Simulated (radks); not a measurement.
The numbers below are computed, except where a source is named.
Problem. Numerical settings for the bromine ion Br2+, [Ar] 3d10 4s2 4p3. Level of theory: scalar-relativistic Kohn-Sham, PBE, spin-polarised, spherical densities, point nucleus; open shells are filled with parallel spins first (a radial shooting solver on a logarithmic mesh with Libxc functionals). The defaults (mesh step 0.008 in ln r, mesh end at 40 bohr or more with all orbitals vanishing there, Anderson mixing 0.5 over 9 steps, residual threshold near 1e-9 with the energy settled to 1e-9 hartree or 1e-11 of itself, here a cap of 88 iterations) give E = -2605.2033 hartree and 4p at -29.436 eV in 15 iterations. Run on one thread of a shared host, so times are rough (Arm Neoverse V1): 0.19 s of CPU time, 0.19 s wall, 15 iterations on 2486 mesh points. One setting is changed at a time: mesh step in ln r 0.2; mesh step in ln r 0.012; mesh step in ln r 0.003; mesh end (bohr) 12; mesh end (bohr) 8; residual threshold 1e-13; residual threshold 0.001; mixing 0.05; linear mixing, mixing 0.2; linear mixing, mixing 0.5; mixing history 20; iteration cap 5. Which runs fail to converge, and which converge to a wrong energy?

Solution. Not converged within the cap: mesh step in ln r 0.2; iteration cap 5. No run marked as converged misses the energy by more than 1 mhartree.
